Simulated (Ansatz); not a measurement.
`C[SiH](N)[InH2]` + H₂ → `N[SiH2][InH2]` + CH₄ at 700 K and 1 bar (hydrogenolysis of the Si–C bond).

Program: Ansatz. Geometries: PBE0-D4/def2-TZVP. ΔE: electronic, gas phase. CCSD(T)/CBS adds triple-zeta CCSD(T) − MP2 to the extrapolated MP2 energy (def2 sets, frozen cores). This one scheme is used for every species. Elements past krypton have def2 core potentials. For In outer-core shells are correlated without core-valence functions, which leaves a few kJ/mol of doubt a bond. One conformer a species, not always the lowest.

| species | CCSD(T)/CBS energy (Eh) | H − E (kJ/mol) | S (J/(mol·K)) |
| --- | --- | --- | --- |
| `C[SiH](N)[InH2]` | -576.47602 | 311.8 | 526.2 |
| H₂ | -1.17544 | 46.8 | 155.3 |
| `N[SiH2][InH2]` | -537.19857 | 216.9 | 459.4 |
| CH₄ | -40.46206 | 145.9 | 224.0 |

H − E and S are ideal-gas, rigid-rotor, harmonic terms from PBE0-D4/def2-TZVP, for one conformer and one mirror image of each species. For small species the MP2-based limit differs from directly extrapolated CCSD(T) by up to some mEh (0.8 for H₂); such offsets cancel only in part. 1 Eh = 2625.50 kJ/mol, R = 8.31446 J/(mol·K).

By hand: ΔE, ΔH, ΔS and ΔG.

ΔE = (-537.19857) + (-40.46206) − (-576.47602) − (-1.17544) = -0.00917 Eh = -24.1 kJ/mol. Δ(H − E) = 216.9 + 145.9 − 311.8 − 46.8 = 4.2, so ΔH = -19.9 kJ/mol. ΔS = 459.4 + 224.0 − 526.2 − 155.3 = 1.9 J/(mol·K). ΔG = -19.9 − 700 × (1.9)/1000 = -21.2 kJ/mol.

By hand: the equilibrium constant, and the temperature at which ΔG would vanish if ΔH and ΔS stayed fixed.

log₁₀ K = −ΔG/(RT ln 10) = 1.6. ΔH and −TΔS have one sign here, so there is no such temperature. One of them is within its doubt of zero, so this could turn.

The number of gas molecules stays the same, so ΔS is small and ΔH decides. A doubt of 5 kJ/mol in ΔE shifts log₁₀ K by 0.4 here. Other conformers and mirror images would add mixing entropy, several J/(mol·K) or more a flexible species. These are equilibria of isolated gas molecules and say nothing of rates. Largest T1 diagnostic: 0.013 (customary marks: 0.02 for closed shells, 0.045 for open ones).
